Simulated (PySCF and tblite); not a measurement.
The numbers below are computed, except where a source is named.
System: C3H3BrN2, numbered as in [Br:1][c:2]1[cH:3][n:4][nH:5][cH:6]1.

Motion: shift of H on N5 from N5 to N4. GFN2-xTB gives an electronic barrier of 46.1 kcal/mol.

Tunnelling of the moving H, left out here, will speed the real process. In real samples such hydrogens mostly exchange between molecules or through solvent, far faster than by this path. Spin–orbit effects of heavy atoms on shieldings are missing.

Problem. What does PBE0/pcSseg-1 + D3(BJ) give on B3LYP-D3(BJ)/def2-SVP geometries?

Solution. A barrier of 50.9 kcal/mol, 4.8 above the tight-binding barrier (from unrounded values) and, with GFN2-xTB thermal terms, ΔG‡(298 K) = 46.7 kcal/mol and k = 6.9×10⁻²² s⁻¹ (2 equivalent paths).

Problem. And the level of the geometries itself, B3LYP-D3(BJ)/def2-SVP?

Solution. 51.9 kcal/mol.

Programs: tblite and PySCF.
